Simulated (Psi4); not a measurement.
Which level was it?

The species is GeSiH3OF (7 atoms), meant as a singlet with charge 0. SMILES: `[F][Ge][O][SiH3]`. The shape was relaxed beforehand at PBE0/def2-TZVP. This is one conformer, not always the lowest.

```xyz
7

F     0.8925   -1.3428    1.8085
Ge   -0.3036   -1.9886    0.6844
O    -0.6069   -0.4986   -0.2171
Si   -0.0647    1.0636   -0.1808
H    -0.7656    1.8061   -1.2578
H    -0.3714    1.6915    1.1294
H     1.3996    1.1131   -0.4223
```

Orbital energies are those of the mean-field step.

A calculation with Psi4 1.11 gave:

The total energy is -2541.7704 Eh and the HOMO energy is -11.21 eV. The LUMO energy is 0.59 eV and the HOMO–LUMO gap is 11.81 eV.

Problem. Which of these levels gave the numbers?
A. wB97M-V/def2-TZVPP (density fitting)
B. MP2/def2-QZVPP (density fitting, density fitting for correlation)
C. PBE0-D4/def2-TZVP (density fitting)
D. PBE-D4/def2-TZVPP (density fitting)

Solution. B. The others give -2542.9255 Eh (PBE-D4/def2-TZVPP (density fitting)), -2543.3825 Eh (wB97M-V/def2-TZVPP (density fitting)), -2543.0006 Eh (PBE0-D4/def2-TZVP (density fitting)).
